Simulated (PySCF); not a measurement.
**Excitation energy of Fe²⁺ by level of theory**

Fe²⁺ [Ar] 3d6 (5D) → Fe²⁺ [Ar] 3d5 4p1 (7P), as a difference of total energies. All numbers are calculated (PySCF 2.14, scalar relativity by spin-free X2C-1e, in x2c-TZVPPall (6s5p4d2f1g, 64 functions)). Correlated levels: valence and next inner shell: [Ne] frozen. The calculations carry no spin-orbit coupling.

```json
{"method": "UHF", "excitation energy (eV)": "8.474"}
{"method": "MP2 (valence and next inner shell)", "excitation energy (eV)": "10.026"}
{"method": "SCS-MP2 (valence and next inner shell)", "excitation energy (eV)": "10.162"}
{"method": "CCSD (valence and next inner shell)", "excitation energy (eV)": "9.777"}
{"method": "CCSD(T) (valence and next inner shell)", "excitation energy (eV)": "9.807"}
```

Problem. How much does correlation contribute at CCSD(T) (valence and next inner shell)?

Solution. 9.807 − (8.474) = 1.333 eV, measured against UHF.

A first-order spin-orbit estimate (lowest level to lowest level, LS coupling) adds 0.006 eV.

The basis was made for the ground configuration and has no added diffuse functions, so the excitation energy can come out too high.
